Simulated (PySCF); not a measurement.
## Polarisability and C₆ of O³⁺ (oxygen, charge +3)

[He] 2s2 2p1, 2P determinant. Calculation: PySCF 2.14, in def2-QZVPPD; the non-relativistic Hamiltonian (point nucleus). Coupled (time-dependent) response in atomic units; α is the mean over directions.

```tsv
method	mean α (bohr³)	α xx, yy, zz	C₆ (like pair)	S(−4)
UHF	1.418	1.497, 1.260, 1.497	1.325	3.026
PBE	1.348	1.431, 1.183, 1.431	1.256	2.384
PBE0	1.359	1.443, 1.192, 1.443	1.268	2.452
HSE06	1.360	1.444, 1.193, 1.444	1.268	2.459
```

S(−4) is the Cauchy moment in α(ω) = α(0) + S(−4) ω² + …

α(iu) at PBE:

```
u (hartree)  α(iu) (bohr³)
          0          1.348
     0.0500          1.343
      0.100          1.325
      0.200          1.262
      0.300          1.173
      0.500         0.9727
      0.750         0.7571
       1.00         0.6006
       1.50         0.4078
       2.00         0.2977
       3.00         0.1798
       5.00        0.08601
```

For an ion, C₆ is the dispersion term alone; charge-induced terms of lower order in 1/R come first.

The components differ because the open shell of this determinant is not spherical; for a pure term their mean is the scalar polarisability.
